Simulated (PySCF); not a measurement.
GeI2, singlet, geometry from GFN2-xTB (core potentials on I); PySCF with M062X/def2-SVP.

Input for PySCF:
```python
from pyscf import gto, scf, dft

mol = gto.Mole()
mol.atom = '''
    Ge    0.00153259   -0.00969248    1.22657057
    I     1.01567043   -1.73555606   -0.38529276
    I    -1.01659577    1.74140812   -0.35527815
'''
mol.basis = 'def2-svp'
mol.ecp = {'I': 'def2-svp'}
mol.verbose = 4
mol.build()

mf = dft.RKS(mol)
mf.xc = 'm062x'
mf.grids.atom_grid = (150, 974)
mf.kernel()
mf.analyze()
```

Output, abridged:

```
PySCF version 2.14.0

[INPUT] verbose = 4
[INPUT] num. atoms = 3
[INPUT] num. electrons = 82
[INPUT] charge = 0
[INPUT] spin (= nelec alpha-beta = 2S) = 0
[INPUT] symmetry False subgroup None
[INPUT] Mole.unit = angstrom
[INPUT] Symbol           X                Y                Z      unit          X                Y                Z       unit  Magmom
[INPUT]  1 Ge     0.001532590000  -0.009692480000   1.226570570000 AA    0.002896175361  -0.018316132668   2.317882449752 Bohr   0.0
[INPUT]  2 I      1.015670430000  -1.735556060000  -0.385292760000 AA    1.919338945519  -3.279725627229  -0.728097794178 Bohr   0.0
[INPUT]  3 I     -1.016595770000   1.741408120000  -0.355278150000 AA   -1.921087584691   3.290784417894  -0.671378401542 Bohr   0.0

nuclear repulsion = 411.562320632253
number of shells = 32
number of NR pGTOs = 196
number of NR cGTOs = 84
basis = def2-svp
ecp = {'I': 'def2-svp'}

******** <class 'pyscf.dft.rks.RKS'> ********
method = RKS
initial guess = minao
damping factor = 0
level_shift factor = 0
DIIS = <class 'pyscf.scf.diis.CDIIS'>
diis_start_cycle = 1
diis_space = 8
diis_damp = 0
SCF conv_tol = 1e-09
SCF conv_tol_grad = None
SCF max_cycles = 50
direct_scf = True
direct_scf_tol = 1e-13
XC library pyscf.dft.libxc version 7.1.2
    S. Lehtola, C. Steigemann, M. J. T. Oliveira, and M. A. L. Marques,  SoftwareX 7, 1–5 (2018)
XC functionals = m062x
    Y. Zhao and D. G. Truhlar,  Theor. Chem. Acc. 120, 215 (2008)
    Y. Zhao and D. G. Truhlar,  Theor. Chem. Acc. 120, 215 (2008)
radial grids:
    Treutler-Ahlrichs [JCP 102, 346 (1995); DOI:10.1063/1.469408] (M4) radial grids

becke partition: Becke, JCP 88, 2547 (1988); DOI:10.1063/1.454033
pruning grids: <function nwchem_prune>
grids dens level: 3
symmetrized grids: False
atomic radii adjust function: <function treutler_atomic_radii_adjust>
User specified grid scheme (150, 974)
small_rho_cutoff = 0
Set gradient conv threshold to 3.16228e-05
Initial guess from minao.
tot grids = 212536
init E= -2608.52207631582
  HOMO = -1.11291346808981  LUMO = -0.809051846397434  gap/eV = 8.26850
cycle= 1 E= -2669.20871979567  delta_E= -60.7  |g|= 3.75  |ddm|= 11.5
  HOMO = 0.00456407505600936  LUMO = 0.016040896098961  gap/eV = 0.31230
cycle= 2 E= -2667.64669553127  delta_E= 1.56  |g|= 3.68  |ddm|= 10.2
  HOMO = -0.127009886070795  LUMO = 0.0475023159509421  gap/eV = 4.74872
cycle= 3 E= -2671.58113931573  delta_E= -3.93  |g|= 1.06  |ddm|= 6.52
  HOMO = -0.28450552847392  LUMO = -0.163750090574268  gap/eV = 3.28592
cycle= 4 E= -2672.02222900277  delta_E= -0.441  |g|= 0.417  |ddm|= 3.29
  HOMO = -0.299589162676547  LUMO = -0.102672405218065  gap/eV = 5.35838
cycle= 5 E= -2672.07072587106  delta_E= -0.0485  |g|= 0.0897  |ddm|= 0.516
  HOMO = -0.304710465956303  LUMO = -0.094117221808304  gap/eV = 5.73053
cycle= 6 E= -2672.07417959536  delta_E= -0.00345  |g|= 0.0178  |ddm|= 0.148
  HOMO = -0.304656053883675  LUMO = -0.0931464448686867  gap/eV = 5.75547
cycle= 7 E= -2672.07431923603  delta_E= -0.00014  |g|= 0.0065  |ddm|= 0.0519
  HOMO = -0.304741298352658  LUMO = -0.0934259878648973  gap/eV = 5.75018
cycle= 8 E= -2672.07433460781  delta_E= -1.54e-05  |g|= 0.00145  |ddm|= 0.0135
  HOMO = -0.304849596659839  LUMO = -0.0936568370143434  gap/eV = 5.74685
cycle= 9 E= -2672.07433601955  delta_E= -1.41e-06  |g|= 0.000406  |ddm|= 0.00488
  HOMO = -0.304813354945405  LUMO = -0.0935729987995018  gap/eV = 5.74814
cycle= 10 E= -2672.07433612361  delta_E= -1.04e-07  |g|= 0.000158  |ddm|= 0.00108
  HOMO = -0.304810414436786  LUMO = -0.0935784209458035  gap/eV = 5.74792
cycle= 11 E= -2672.07433614087  delta_E= -1.73e-08  |g|= 3.24e-05  |ddm|= 0.000493
  HOMO = -0.304812393914073  LUMO = -0.0935756723932215  gap/eV = 5.74804
cycle= 12 E= -2672.07433614182  delta_E= -9.48e-10  |g|= 4.57e-06  |ddm|= 0.000122
  HOMO = -0.304812253577213  LUMO = -0.0935756381515489  gap/eV = 5.74804
Extra cycle  E= -2672.07433614185  delta_E= -3.59e-11  |g|= 1.71e-06  |ddm|= 1.65e-05
converged SCF energy = -2672.07433614185
**** SCF Summaries ****
Total Energy =                       -2672.074336141851745
Nuclear Repulsion Energy =             411.562320632253261
One-electron Energy =                -4751.648311023026508
Two-electron Energy =                 1668.011654248921332
Two-electron Coulomb Energy =         1791.450313119623843
DFT Exchange-Correlation Energy =     -123.438658870702625
HOMO-LUMO gap [eV] =                     5.748041083906030
**** MO energy ****
MO #1   energy= -401.017726912764  occ= 2
MO #2   energy= -50.5679209209447  occ= 2
MO #3   energy= -45.1071189583685  occ= 2
MO #4   energy= -45.1058071517832  occ= 2
MO #5   energy= -45.1053651716981  occ= 2
MO #6   energy= -7.10318175857093  occ= 2
MO #7   energy= -7.10318031363916  occ= 2
MO #8   energy= -6.56656031574776  occ= 2
MO #9   energy= -5.09521610850265  occ= 2
MO #10  energy= -5.09521411213136  occ= 2
MO #11  energy= -5.08867234939314  occ= 2
MO #12  energy= -5.08867142651639  occ= 2
MO #13  energy= -5.08642625926126  occ= 2
MO #14  energy= -5.08642482161487  occ= 2
MO #15  energy= -4.73199172854107  occ= 2
MO #16  energy= -4.72759932496158  occ= 2
MO #17  energy= -4.72507170812111  occ= 2
MO #18  energy= -2.06426663594057  occ= 2
MO #19  energy= -2.06425213327294  occ= 2
MO #20  energy= -2.06215399321772  occ= 2
MO #21  energy= -2.06215213079236  occ= 2
MO #22  energy= -2.06030529563439  occ= 2
MO #23  energy= -2.06029649832225  occ= 2
MO #24  energy= -2.05465460113397  occ= 2
MO #25  energy= -2.05464559138945  occ= 2
MO #26  energy= -2.05453943425255  occ= 2
MO #27  energy= -2.05453361020311  occ= 2
MO #28  energy= -1.46654986133874  occ= 2
MO #29  energy= -1.46511169238033  occ= 2
MO #30  energy= -1.46287773216103  occ= 2
MO #31  energy= -1.45988384789545  occ= 2
MO #32  energy= -1.45855296262715  occ= 2
MO #33  energy= -0.800620665910407 occ= 2
MO #34  energy= -0.778737619512536 occ= 2
MO #35  energy= -0.557271503554773 occ= 2
MO #36  energy= -0.394227024696564 occ= 2
MO #37  energy= -0.36402625188389  occ= 2
MO #38  energy= -0.352213041806128 occ= 2
MO #39  energy= -0.327745654728061 occ= 2
MO #40  energy= -0.315212922757413 occ= 2
MO #41  energy= -0.304812253577213 occ= 2
MO #42  energy= -0.0935756381515489 occ= 0
MO #43  energy= -0.0237856144823367 occ= 0
MO #44  energy= -0.00699701932782106 occ= 0
MO #45  energy= 0.160219539441854  occ= 0
MO #46  energy= 0.262927782889319  occ= 0
MO #47  energy= 0.29180166222552   occ= 0
MO #48  energy= 0.303944260536416  occ= 0
MO #49  energy= 0.314410425935195  occ= 0
Dipole moment(X, Y, Z, Debye):  0.00207, -0.01307,  1.65395
```
